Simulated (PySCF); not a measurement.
An unknown is described by computed data only.

Formula: C2H9NPSi; charge +1.

| Item | Value |
| --- | --- |
| Triplet | lowest triplet excitation (Tamm–Dancoff): 4.34 eV [TDA wB97X-D/def2-SVPD] |
| UV, strongest line | among the 8 lowest singlet transitions: S2 at 6.57 eV (189 nm, f = 0.182) [TDDFT wB97X-D/def2-SVPD] |
| UV, first state | lowest singlet excitation: 5.94 eV (209 nm, f = 0.038) [TDDFT wB97X-D/def2-SVPD] |
| XPS | Si2p3/2 112.2, P2p3/2 140.9, C1s 294.5, C1s 294.8, N1s 412.9, Si1s 1852.0, P1s 2154.4 eV [ΔSCF SCAN, pcX-2 on the ionised atom, pcseg-1 elsewhere, spin-free X2C, 2p3/2 from a spin–orbit splitting computed afterwards within the 2p shell] |
| Polarisability | 80.3 au [wB97X-D/def2-SVPD] |
| Rotational structure | rotational constants A, B, C: 3.148, 2.317, 1.579 GHz [GFN2-xTB] |

The electronic properties come from PySCF, for the isolated species, density fitting. Levels stand in brackets. One conformer (not necessarily the lowest) at the GFN2-xTB geometry, without solvent, vibrations or thermal averaging.

Question: Propose a structure and show how it fits.

Answer: Numbering: `[CH2:1]=[CH:2][Si@@H:3]([NH3+:4])[PH2:5]`. The core levels belong to: Si2p3/2 112.2 eV, SiH silicon [Si3]; P2p3/2 140.9 eV, three-coordinate phosphorus [P5]; C1s 294.5 eV, alkene CH carbon [C2]; C1s 294.8 eV, terminal =CH2 carbon [C1]; N1s 412.9 eV, nitrogen bonded to Si and 3 H [N4]; Si1s 1852.0 eV, SiH silicon [Si3]; P1s 2154.4 eV, three-coordinate phosphorus [P5]. S1 is mainly HOMO→LUMO (weight 0.83); the largest Löwdin shares of the orbital it empties are 0.61 on the three-coordinate phosphorus, 0.13 on the SiH silicon and 0.06 on each of 2 atoms of one kind (P–H hydrogen), of the orbital it fills 0.25 on the SiH silicon, 0.19 on the terminal =CH2 carbon, 0.15 on the alkene CH carbon and 0.09 on the three-coordinate phosphorus. The optimised geometry has point group C1 and is an asymmetric top. Structure: `C=C[Si@@H]([NH3+])P`. The assignments are read from this structure; whether some other isomer fits the data as well wasn't checked. The mirror image fits equally.

The values belong to the conformer `[CH2:1]=[CH:2][Si@@H:3]([NH3+:4])[PH2:5]`: C1–C2–Si3–N4 -110°, H–P5–Si3–C2 73°, H–P5–Si3–C2 167°.
